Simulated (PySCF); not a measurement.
BiFCl₂, SMILES [F][Bi]([Cl])[Cl]. Atoms are numbered in the order given.

```xyz
4

Bi    -0.2743    -0.3197     0.0000
F      1.4307    -1.4621     0.0000
Cl     0.2909     1.1675    -1.9012
Cl     0.2909     1.1675     1.9012
```

Geometry: PBE-D3(BJ)/def2-SVP. The def2 effective core potentials stand for the cores of Bi; spin–orbit coupling is left out.

Method: TDA-LC-ωPBE/def2-SVPD (PySCF).

Vertical excitations.  State labels are in the subgroup Cs.

Computed lowest excited states:
| state | symmetry | energy (eV) | λ (nm) | f | main pairs |
|---|---|---|---|---|---|
| S1 | A' | 5.78 | 214 | 0.075 | HOMO→LUMO 85 % |
| S2 | A" | 5.84 | 212 | 0.000 | HOMO−1→LUMO 63 %, HOMO→LUMO+1 28 % |
| S3 | A" | 5.97 | 208 | 0.003 | HOMO−2→LUMO 76 %, HOMO−3→LUMO+1 11 % |
| S4 | A' | 6.08 | 204 | 0.000 | HOMO−3→LUMO 51 %, HOMO→LUMO+2 20 %, HOMO−2→LUMO+1 14 %, HOMO−1→LUMO+1 9 % |
| S5 | A' | 6.24 | 199 | 0.025 | HOMO→LUMO+2 59 %, HOMO−1→LUMO+1 18 %, HOMO−4→LUMO 10 % |
| S6 | A' | 6.43 | 193 | 0.036 | HOMO−1→LUMO+1 41 %, HOMO→LUMO+2 11 %, HOMO−3→LUMO 11 %, HOMO−2→LUMO+1 11 % |
| S7 | A" | 6.60 | 188 | 0.098 | HOMO→LUMO+1 38 %, HOMO−2→LUMO+2 25 %, HOMO−1→LUMO+2 13 %, HOMO−1→LUMO 8 % |
| S8 | A" | 6.73 | 184 | 0.008 | HOMO−1→LUMO+2 81 % |
| S9 | A' | 6.89 | 180 | 0.003 | HOMO−2→LUMO+1 65 %, HOMO−3→LUMO 24 % |
| S10 | A" | 7.00 | 177 | 0.002 | HOMO−3→LUMO+1 63 %, HOMO−2→LUMO+2 19 %, HOMO−2→LUMO 10 % |
| T1 | A' | 4.80 | 258 | 0 | HOMO→LUMO 87 % |
| T2 | A" | 5.13 | 242 | 0 | HOMO→LUMO+1 85 % |
| T3 | A" | 5.35 | 232 | 0 | HOMO−1→LUMO 83 % |
| T4 | A' | 5.36 | 231 | 0 | HOMO→LUMO+2 82 % |
Triplets are in the Tamm–Dancoff approximation.
